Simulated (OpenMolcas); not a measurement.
A calculation on Mo2+.

```
Program             : OpenMolcas 26.06
Method              : MS-CASPT2, IPEA 0.25 Eh, imaginary shift 0.1 Eh (closed shells correlated: 4s 4p)
Basis               : ANO-RCC-VQZP [8s7p5d3f2g1h]
Scalar Hamiltonian  : DKH2, point nucleus
Active space        : 4 electrons in 5 orbitals (4d)
State averaging     : 2S+1 = 5 even, 5 roots; 2S+1 = 3 even, 45 roots; 2S+1 = 1 even, 50 roots
Spin-orbit coupling : state interaction with AMFI integrals over the reference wave functions, term energies averaged over their components
```

Q: Which level of the active space comes out lowest?

A: 4d4 5D0, with 98 % of that term; it is also the measured ground level.

Q: How high does 4d4 5D4 lie?

A: 1858 cm-1 above the lowest level; measured 1872 cm-1 above the ground level, so the calculation is off by -1 %.

Q: How high does 4d4 3F4(1) lie?

A: 14830 cm-1 above the lowest level; measured 14296 cm-1 above the ground level, so the calculation is off by +4 %.

Q: How high does 4d4 3H4 lie?

A: 13070 cm-1 above the lowest level; measured 12680 cm-1 above the ground level, so the calculation is off by +3 %.

Q: The level at 14520 cm-1 has J = 3. What is it made of, and what is its g factor?

A: 77 % 4d4 3F3(1), 22 % 4d4 3G; g = 1.011, against 1.084 from Landé's formula for the pure leading term.

Measured values: Sugar and Musgrove, J. Phys. Chem. Ref. Data 17, 155 (1988).

CASPT2 breaks the degeneracy within a term, and the mean is taken; among the terms shown or strongly mixed into the levels shown the widest spread is 280 cm-1 (4d4 3G). Levels of configurations with an s electron are missing; early in the row they begin among the upper levels of the d shell and mix with terms of their name. Computed and measured levels are paired by configuration, term and J; levels that our copy of the source lacks, or whose pairing is in doubt (as where it misses far off the trend of its configuration), stay unpaired and out of the deviations. Only configurations of the active space appear.

A number in round brackets counts repeated terms of one configuration in the order of the reference energies.
